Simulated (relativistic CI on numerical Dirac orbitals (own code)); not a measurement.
**Slater and spin-orbit integrals, Ga IX**

These numbers are calculated, not measured: Dirac-Coulomb-Breit CI, orbitals from a KLI potential per configuration, a model potential for QED, unscaled Slater integrals (own radial code, finite nucleus).

Slater integrals F^k, G^k are unscaled and averaged over j, outside the closed core [Ne]; ζ comes from projecting the Hamiltonian with its Breit term on Σ l·s of the shell.

- 3s²3p⁶3d⁵: F^2(3d,3d) = 156380, F^4(3d,3d) = 99258, ζ(3d) = 1893.2 cm⁻¹; <r>(3d) = 0.6271, <r^2>(3d) = 0.4712 (bohr units).
- 3s²3p⁵3d⁶: ζ(3p) = 21947, F^2(3d,3d) = 156000, F^4(3d,3d) = 99007, F^2(3p,3d) = 153190, G^1(3p,3d) = 182950, G^3(3p,3d) = 115080, ζ(3d) = 1846.8 cm⁻¹; <r>(3p) = 0.6294, <r^2>(3p) = 0.46, <r>(3d) = 0.6284, <r^2>(3d) = 0.4733 (bohr units).
- 3s²3p⁶3d⁴4s: F^2(3d,3d) = 161080, F^4(3d,3d) = 102430, ζ(3d) = 2006.9, G^2(3d,4s) = 16796 cm⁻¹; <r>(3d) = 0.6115, <r^2>(3d) = 0.447, <r>(4s) = 1.425, <r^2>(4s) = 2.277 (bohr units).

Task: Give the Racah parameters of the d shell in 3s²3p⁶3d⁵.

Result: B = F²/49 − 5F⁴/441 = 2066 cm⁻¹ and C = 35F⁴/441 = 7878 cm⁻¹.

Averages of the first 10 configurations, taken without configuration mixing, which lowers the lowest level and can move excited configurations by several eV; other configurations of the list can lie among them:

```
Configuration  Parity  States  Average energy above the lowest level (eV)
    3s²3p⁶3d⁵    even     252                                        13.5
    3s²3p⁵3d⁶     odd    1260                                       101.5
  3s²3p⁶3d⁴4s    even     420                                        88.7
    3s²3p⁴3d⁷    even    1800                                       191.5
     3s3p⁶3d⁶    even     420                                       159.5
  3s²3p⁶3d⁴4p     odd    1260                                       104.5
 3s²3p⁶3d³4s²    even     120                                       174.6
  3s²3p⁶3d⁴4d    even    2100                                       128.6
       3p⁶3d⁷    even     120                                       308.4
3s²3p⁶3d³4s4p     odd    1440                                       188.8
```
